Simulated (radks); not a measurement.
Polarisability of the zinc ion Zn2+, [Ar] 3d10, at imaginary frequency. Calculated with a radial shooting solver on a logarithmic mesh with Libxc functionals: non-relativistic Kohn-Sham, LB94 model potential, spin-polarised, spherical densities, point nucleus. Response by self-consistent Sternheimer equations with the Hartree and adiabatic LDA kernel.

w (hartree),alpha1(iw) (bohr^3),alpha2(iw) (bohr^5)
0.00266,2.484,7.230
0.0143,2.484,7.225
0.0360,2.481,7.196
0.0697,2.472,7.104
0.118,2.450,6.886
0.186,2.402,6.468
0.280,2.310,5.809
0.413,2.151,4.969
0.605,1.911,4.078
0.892,1.597,3.226
1.35,1.238,2.417
2.12,0.8617,1.640
3.59,0.5042,0.9333
6.94,0.2177,0.3860
17.5,0.05166,0.08312

Static values: alpha1 = 2.484 bohr^3 (0.3681 angstrom^3; uncoupled 3.154), alpha2 = 7.230 bohr^5, alpha3 = 24.43 bohr^7. C6 = 6.599, C8 = 73.08, triple-dipole C9 = 10.88 atomic units. One-pole (London) frequency 4 C6 / (3 alpha1^2) = 1.426 hartree, against 1.506 for minus the highest occupied eigenvalue.
